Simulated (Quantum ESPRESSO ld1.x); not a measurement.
Results of a calculation; reference values are marked as such.
All-electron atom: Sn32+ in [Ne] 3s2 3p4 4f2 (not the ground configuration). Code: ld1.x of Quantum ESPRESSO 7.5. Model: scalar-relativistic Kohn-Sham, exchange-only LDA, spin-polarised, spherical densities, point nucleus; open shells are filled with parallel spins first.

Unscreened Slater integrals over Kohn-Sham orbitals (eV). They are taken over the spin-up orbitals. Empty in this configuration: 3d.

integral     value
F0(4f,4f)   48.665
F2(4f,4f)   26.840
F4(4f,4f)   17.813
F6(4f,4f)   13.136
F0(4f,3p)   57.621
F2(4f,3p)   25.259
G2(4f,3p)   20.488
G4(4f,3p)   13.817
F0(4f,3s)   57.406
G3(4f,3s)   17.186
F0(4f,2p)   61.035
F2(4f,2p)   6.4425
G2(4f,2p)   1.3126
G4(4f,2p)  0.85025
F0(4f,3d)   58.703
F2(4f,3d)   22.482
F4(4f,3d)   12.782
G1(4f,3d)   21.930
G3(4f,3d)   13.201
G5(4f,3d)   9.2218
F0(3p,3p)   82.007
F2(3p,3p)   41.234
F0(3p,3s)   80.630
G1(3p,3s)   52.218
F0(3p,2p)   108.65
F2(3p,2p)   27.427
G0(3p,2p)   10.917
G2(3p,2p)   12.014
F0(3p,3d)   86.088
F2(3p,3d)   41.424
G1(3p,3d)   43.901
G3(3p,3d)   29.489
F0(3s,3s)   79.529
F0(3s,2p)   104.30
G1(3s,2p)   10.669
F0(3s,3d)   84.550
G2(3s,3d)   32.869
F0(2p,2p)   229.08
F2(2p,2p)   108.82
F0(2p,3d)   117.84
F2(2p,3d)   35.670
G1(2p,3d)   33.303
G3(2p,3d)   19.212
F0(3d,3d)   93.089
F2(3d,3d)   48.160
F4(3d,3d)   31.165

Derived for the open shells (J is the average intra-shell exchange parameter used in DFT+U). 3p: J = F2/5 = 8.247 eV. 4f: F4/F2 = 0.664, F6/F2 = 0.489, J = (286 F2 + 195 F4 + 250 F6)/6435 = 2.243 eV.
